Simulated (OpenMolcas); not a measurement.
# What dynamic correlation does to the levels of Ni III

- Program: OpenMolcas 26.06
- Basis: ANO-RCC-VTZP [6s5p3d2f1g]
- Scalar Hamiltonian: DKH2, point nucleus
- Active space: 8 electrons in 6 orbitals (3d 4s)
- State averaging: 2S+1 = 3 even, 55 roots; 2S+1 = 5 even, 10 roots kept (CI in the orbitals of an earlier block); 2S+1 = 1 even, 50 roots kept (CI in the orbitals of an earlier block)
- Spin-orbit coupling: state interaction with AMFI integrals over the reference wave functions, term energies averaged over their components

Methods on the same reference wave functions:
A. CASSCF
B. SS-CASPT2, IPEA 0.25 Eh, imaginary shift 0.1 Eh (closed shells correlated: 3s 3p)
C. MS-CASPT2, IPEA 0.25 Eh, imaginary shift 0.1 Eh (closed shells correlated: 3s 3p)
D. XMS-CASPT2, IPEA 0.25 Eh, imaginary shift 0.1 Eh (closed shells correlated: 3s 3p)

Energies in cm-1 above 3d8 3F4, the measured ground level; measured values from Corliss and Sugar, J. Phys. Chem. Ref. Data 10, 197 (1981).

| Level | A | B | C | D | Measured |
| --- | --- | --- | --- | --- | --- |
| 3d8 3F4 | 0.0 | 0.0 | 0.0 | 0.0 | 0.0 |
| 3d8 3F3 | 1442 | 1447 | 1447 | 1445 | 1361 |
| 3d8 3F2 | 2434 | 2400 | 2400 | 2420 | 2270 |
| 3d8 1D2 [66 %] | 18198 | 13270 | 13270 | 14610 | 14032 |
| 3d8 3P2 [67 %] | 21952 | 16750 | 16740 | 16790 | 16662 |
| 3d8 3P1 | 22357 | 17120 | 17120 | 16770 | 16978 |
| 3d8 3P0 | 22646 | 17390 | 17390 | 17040 | 17231 |
| 3d8 1G4 | 28202 | 22980 | 22980 | 24320 | 23109 |
| 3d7 4s 5F5 | 31248 | 53830 | 53830 | 60740 | 53704 |
| 3d7 4s 5F4 | 32146 | 54720 | 54720 | 61630 | 54658 |
| 3d7 4s 5F3 | 32857 | 55430 | 55430 | 62340 | 55406 |
| 3d7 4s 5F2 | 33382 | 55960 | 55960 | 62860 | 55952 |
| 3d7 4s 5F1 | 33726 | 56300 | 56300 | 63210 | 56308 |
| 3d7 4s 3F4(1) | 39561 | 60120 | 60120 | 66810 |  |
| 3d7 4s 3F3(1) | 40773 | 61330 | 61330 | 68020 |  |
| 3d7 4s 3F2(1) | 41620 | 62170 | 62170 | 68850 |  |
| 3d7 4s 5P3 | 52915 | 71600 | 71600 | 78820 | 71067 |
| 3d7 4s 5P2 | 53271 | 71890 | 71890 | 79120 | 71384 |
| 3d7 4s 5P1 | 53714 | 72360 | 72360 | 79590 | 71842 |
| 3d7 4s 3G5 | 55011 | 75020 | 75020 | 82380 | 75124 |
| 3d7 4s 3G4 | 55511 | 75510 | 75510 | 82840 | 75647 |
| 3d7 4s 3G3 | 56064 | 76070 | 76070 | 83430 | 76237 |
| 3d7 4s 1G4 | 59506 | 78760 | 78770 | 85340 | 79250 |
| 3d7 4s 3P2(1) [65 %] | 60876 | 77890 | 77930 | 84780 |  |

Deviations, from unrounded energies. A percentage is the sum of absolute deviations over the sum of measured energies, with the sign that they share, or ± where signs differ.

```tsv
Against measurement	Levels	A	B	C	D
mean absolute deviation (cm-1)	19	14000	220	220	4600
fine structure of the ground term (%)	2	+6.8	+6.1	+6.1	+6.4
other terms of the ground configuration (%)	5	+28.8	±1.5	±1.5	±2.6
other configurations (%)	12	-31.0	±0.3	±0.3	+10.8
```

B, C lie about equally close to measurement and A furthest from it. The largest miss of C in the table is 3d8 1D2 [66 %], by -760 cm-1. The ranking rests on the paired levels alone, and a cruder setting can come out closer through cancelling errors.

Among B to D the level of the table that moves most is 3d7 4s 3G3, by 7400 cm-1 (lowest in B, highest in D). Moves below CASPT2's spread within the term are not significant.

The two smallest mean deviations differ by little beside CASPT2's spread within terms, so their order carries little weight.

From A to B the spin-free energies of the other terms of 3d8 shown, above 3F, scale by factors of 0.72 to 0.81, as is usual when dynamic correlation screens the repulsion within a d or f shell.

The lowest spin-free term lies below A's lowest term by 0.675 hartree in B, 0.675 hartree in C, 0.713 hartree in D.

Term energies are means over components that CASPT2 splits; among the terms shown or strongly mixed into the levels shown the widest spread is 2100 cm-1 (3d8 1G, C). Some levels mix across a computed gap that differs much from the measured one, so their mixing is not that of the real levels. Terms from blocks run as CI alone lack orbitals of their own. A single d shell beside an s shell can misplace configurations of different d count against each other. The CASPT2 spread within a term exceeds the gap to the next term for 3d7 4s 3P(1) and 3d7 4s 1G, 3d7 4s 1G and 3d7 4s 3P(2), so the order of their levels is uncertain (figures for C; the like holds for D). Without dynamic correlation excited terms often stand tens of per cent too high (terms of higher spin than the ground term too low), and those without a measured partner can miss by more than the paired ones (holds for A). Measured partners are found by configuration, term and J. A level has none where our copy of the source lacks it or the pairing is in doubt (some pairs that miss far off the trend of their configuration count as doubtful), and it then counts in no deviation. Only configurations of the active space appear. Levels that lie high or do not pair safely by name in every column are left out.

A share in square brackets marks a mixed level and gives the weight of the term that names it, the lowest over the columns. A number in round brackets counts repeated terms of one configuration in the order of the reference energies.
